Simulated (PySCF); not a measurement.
**Bond curve of SnN⁻**

Set-up: Sn aug-cc-pVDZ-PP with ECP28, N aug-cc-pVDZ; scalar-relativistic core potentials (PySCF 2.14). Energies in eV from Sn⁻ + N in their ground configurations at the same level. State: ¹Σ⁺ (singlet), closed shell.

Curves on a restricted Hartree–Fock reference rise too fast on stretching and do not dissociate correctly.

```
R (Å)  RHF-CCSD(T)     M06
1.648               -2.381
1.724       -2.517  -3.214
1.801       -3.043  -3.659
1.859       -3.251  -3.806
1.916       -3.341  -3.832
1.974       -3.340  -3.767
2.050       -3.238  -3.576
2.146       -3.004  -3.224
2.261       -2.642  -2.707
2.414               -1.958
```

Question: Put a parabola through the three lowest points of the RHF-CCSD(T) curve and estimate Re, k and ωe (reduced mass 12.54 u; 1 eV/Å² = 0.16022 mdyn/Å; ωe = 1302.8·√(k/μ) cm⁻¹).

Answer: Through R = 1.859, 1.916, 1.974 Å the second-order coefficient is 13.9 eV/Å², so Re ≈ 1.944 Å, k ≈ 4.45 mdyn/Å and ωe ≈ 776 cm⁻¹. A polynomial fit of higher order to the unrounded RHF-CCSD(T) energies gives Re = 1.944 Å, k = 3.78 mdyn/Å, ωe = 716 cm⁻¹; anharmonicity and rounding make the difference.

The higher-order fit for each curve: RHF-CCSD(T): Re = 1.944 Å, ωe = 716 cm⁻¹, De = 3.35 eV; M06: Re = 1.902 Å, ωe = 800 cm⁻¹, De = 3.83 eV.

Correlated steps freeze 5 core orbitals. Correlated levels converge slowly with the basis: in double zeta they bind strong bonds too weakly, by up to about 1 eV, and carry superposition errors of some tenths. Spin–orbit coupling is left out, which matters for elements this heavy, above all for dissociation energies. For an ion De counts to the pair picked by the measured ionisation energies or electron affinities, which need not be the lowest pair at this level. Where the molecule has an RHF reference, its open-shell atoms are computed with UHF. The CCSD T1 diagnostic is raised, a sign that a single reference may not be enough here.
